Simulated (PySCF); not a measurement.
# Simulated characterisation data

Calculated, not measured (PySCF 2.14.0 with density-fitted response routines): GIAO PBE0/pcSseg-1 shieldings, coordinates at the GFN2-xTB level. One conformer, gas phase, relativity neglected, averaged over atoms made equivalent by symmetry, fast rotation or ring inversion.

Scale: 1H (σref 31.72), 13C (σref 186.93) vs TMS (reference shieldings calculated alike). Splittings of carbon signals by F and P are missing where no couplings were computed. Where no couplings were computed, multiplicities follow the n + 1 count of equivalent neighbours, and m marks all less simple cases (inequivalent or close neighbours, rings, F or P nearby). Shifts are as computed. Against solution values, carbons near 30 ppm lie about +3 ppm off and those near 130 ppm about +5 ppm; carbons on Cl a further +6 ppm. Of 1211 compounds with measured shifts, 218 miss one by over three times the rms of a fit or turn the order of signals round; such compounds aren't used in these exercises. Carbons bonded to Cl come out too deshielded.

**1.** `C(/C[SiH2]C(C)=O)([SiH3])=C\F`, C₅H₁₁FOSi₂. 1H NMR (600 MHz, computed): δ 7.17 (m, 1H), 4.30 (t, 2H), 4.21 (s, 3H), 2.43 (s, 3H), 1.92 (t, 2H). 13C{1H} NMR (computed): δ 242.8 (C), 164.0 (CH), 112.9 (C), 40.6 (CH3), 14.9 (CH2).

**2.** SMILES Cc1ccc(Cl)oc1=O, C₆H₅ClO₂. 1H NMR (600 MHz, computed): δ 7.26 (d, 1H), 6.12 (d, 1H), 2.19 (s, 3H). 13C{1H} NMR (computed): δ 164.6, 162.3, 145.5, 130.2, 109.6, 20.8.

**3.** SMILES CCn1cc(Cl)cn1, C₅H₇ClN₂. 1H NMR (600 MHz, computed): δ 7.40 (m, 1H), 7.30 (m, 1H), 4.17 (q, 2H), 1.37 (t, 3H). 13C{1H} NMR (computed): δ 141.2 (CH), 130.3 (CH), 123.0 (C), 50.7 (CH2), 20.5 (CH3).
